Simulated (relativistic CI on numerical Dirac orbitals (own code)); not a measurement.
## Ce XXIII: sensitivity of the levels to the model

Base calculation: Dirac-Coulomb-Breit CI, separate exchange-only KLI orbitals for each configuration, QED by a radiative potential, unscaled Slater integrals.

Configurations in the expansion (outside the closed core [Ar] 3d10): 4s²4p⁶, 4s²4p⁵4d, 4s4p⁶4d, 4s²4p⁵4f, 4s4p⁶4f, 4s²4p⁵5s, 4s²4p⁵5p, 4p⁶4d4f, 4s4p⁶5s, 4s²4p⁵5d, 4s4p⁶5p, 4s²4p⁵5f, 4s²4p⁵5g, 4s4p⁶5d, 4s²4p⁵6s, 4s²4p⁵6p, 4s4p⁶5f, 4p⁶4f5s, 4s²4p⁵6d, 4s4p⁶5g, 4s²4p⁵6f, 4p⁶4d², 4p⁵4d³, 4p⁵4d²4f, 4p⁵4d²5s, 4p⁵4d²5p, 4p⁶4f², 4p⁵4d4f², 4p⁵4f³, 4p⁵4f²5s, 4p⁵4f²5p, 4p⁶4d5s, 4p⁵4d4f5s, 4p⁵4d5s², 4p⁵4d5s5p. Double excitations out of closed p, d and f shells are left out; levels of such configurations are missing from the list, as are those of other unlisted configurations, and high levels can miss mixing partners. These lack a partner that the ground configuration has and come out too high: 4s²4p⁵5d, 4s²4p⁵5f, 4s²4p⁵5g, 4s²4p⁵6s, 4s²4p⁵6p.

The lowest level and the first level of each name with at least 55 % of one term (blank where a level has no safe partner in the second run):

| Level | Base (cm⁻¹) | Shift (cm⁻¹) |
| --- | --- | --- |
| 4s²4p⁶ ¹S0 | 0 | 0 |
| 4s²4p⁵4d ³P°0 | 750990 | +5292 |
| 4s²4p⁵4d ³P°1 | 768241 | +4264 |
| 4s²4p⁵4d ³F°3 | 791053 | +1725 |
| 4s²4p⁵4d ³F°4 | 808681 | +3409 |
| 4s²4p⁵4d ³D°3 | 855399 | -1568 |
| 4s²4p⁵4d ³D°1 | 912294 | -3277 |
| 4s²4p⁵4d ³F°2 | 972572 | +1972 |
| 4s²4p⁵4d ¹P°1 | 1140006 | -19448 |
| 4s4p⁶4d ³D1 | 1509272 | +7031 |
| 4s4p⁶4d ³D2 | 1522870 | +6332 |
| 4s4p⁶4d ³D3 | 1551305 | +6291 |
| 4s4p⁶4d ¹D2 | 1625493 | -3599 |
| 4s²4p⁵4f ³G5 | 1786989 | +2151 |

At this charge energies of transitions that change n are usually good to better than 1 %, and those within a shell (Δn = 0) to a few per cent.

One thing was changed in a second run, which moved the levels as shown. Which?
A. configuration mixing switched off
B. Breit term removed
C. QED terms removed
D. valence Slater integrals scaled by 0.9

D. Valence Slater integrals scaled by 0.9. Scaling acts on the splittings between terms and on the mixing, and leaves the fine structure of pure LS terms nearly alone; in jj coupling it moves the levels of one term differently.

LS names give the leading component of a level, which can be under half, so a name can repeat, a term be missing and a line seem to break the LS rules.
